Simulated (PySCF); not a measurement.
**Where the electron goes**

MoO2(NH2)2 (singlet state).
Geometry (PBE0-D3(BJ)/def2-SVP, Å), atoms numbered from 1 in this order:
```xyz
9
H4MoN2O2 angstrom
Mo     0.5241    0.0006    0.3927
O      0.4198    0.0056    2.0713
O      2.0929   -0.0025   -0.2110
N     -0.3470    1.5940   -0.2596
H     -0.0901    2.0737   -1.1174
H     -1.0802    2.0885    0.2399
N     -0.3486   -1.5948   -0.2525
H     -1.0816   -2.0903    0.2462
H     -0.0892   -2.0748   -1.1096
```

Level of theory: TDDFT CAM-B3LYP/def2-SVPD, vertical, gas phase, core orbitals frozen in the response, def2 core potentials past Kr (PySCF 2.14.0, density-fitted response routines). Spin–orbit coupling is left out.

Frontier orbitals with the atoms that hold most of them (Löwdin shares over 4%, at most four atoms; ? is withheld):

| orbital | ε (eV) | atoms |
| --- | --- | --- |
| HOMO-3 | -11.11 | O2 33%, O3 32%, Mo1 14%, N7 8% |
| HOMO-2 | -10.30 | O2 47%, O3 46%, Mo1 6% |
| HOMO-1 | -10.19 | N7 21%, N4 21%, O3 19%, O2 18% |
| HOMO | -9.14 | ? |
| LUMO | -0.81 | ? |
| LUMO+1 | -0.61 | Mo1 58%, N7 10%, N4 10%, O2 8% |
| LUMO+2 | 0.32 | Mo1 59%, H5 6%, H9 6%, H6 6% |

(1) Which atoms hold the HOMO, and with what shares?

(2) Which atoms hold the LUMO, and with what shares?

(3) How does S1 compare with the orbital gap of 8.33 eV?

(4) Give energy, strength and leading configuration of S1, S2, S3, S4 and S5, and follow the Löwdin shares of the leading atoms from the occupied to the empty orbital.

Answers

(1) N4 (bonded to Mo and 2 H) 37%; N7 (bonded to Mo and 2 H) 37%; O3 (bonded to Mo) 5%; O2 (bonded to Mo) 5%. By element: nitrogen 75%, oxygen 10%.

(2) Mo1 (bonded to 2 N and 2 O) 55%; O3 (bonded to Mo) 18%; O2 (bonded to Mo) 18%. By element: molybdenum 55%, oxygen 36%.

(3) S1 is at 4.51 eV (f = 0.0026), 3.82 eV below the gap, made of HOMO→LUMO (98%). Without the coupling terms of the response equations the lowest excitation would equal the gap.

(4) 
- S1 (4.51 eV, f 0.0026), HOMO→LUMO (98%): N4 37% → at most 4%, N7 37% → at most 4%, Mo1 at most 5% → 55%, O3 5% → 18%; the Löwdin share of molybdenum is at most 5% in HOMO and 55% in LUMO (ligand-to-metal charge transfer by this measure)
- S2 (4.80 eV, f 0.0003), HOMO-2→LUMO (95%): O2 47% → 18%, O3 46% → 18%, Mo1 6% → 55%; the Löwdin share of molybdenum is 6% in HOMO-2 and 55% in LUMO (ligand-to-metal charge transfer by this measure)
- S3 (5.11 eV, f 0.0001), HOMO-1→LUMO (96%): N7 21% → at most 4%, N4 21% → at most 4%, Mo1 at most 19% → 55%, O3 19% → 18%; the Löwdin share of molybdenum is at most 19% in HOMO-1 and 55% in LUMO
- S4 (5.21 eV, f 0.137), HOMO→LUMO+1 (88%): N4 37% → 10%, N7 37% → 10%, Mo1 at most 5% → 58%; the Löwdin share of molybdenum is at most 5% in HOMO and 58% in LUMO+1 (ligand-to-metal charge transfer by this measure)
- S5 (5.55 eV, f 0.0039), HOMO-2→LUMO+1 (83%): O2 47% → 8%, O3 46% → at most 8%, Mo1 6% → 58%, N7 at most 1% → 10%; the Löwdin share of molybdenum is 6% in HOMO-2 and 58% in LUMO+1 (ligand-to-metal charge transfer by this measure)

On one thread of an x86-64 server, on a shared host, this took 70 s of wall time.
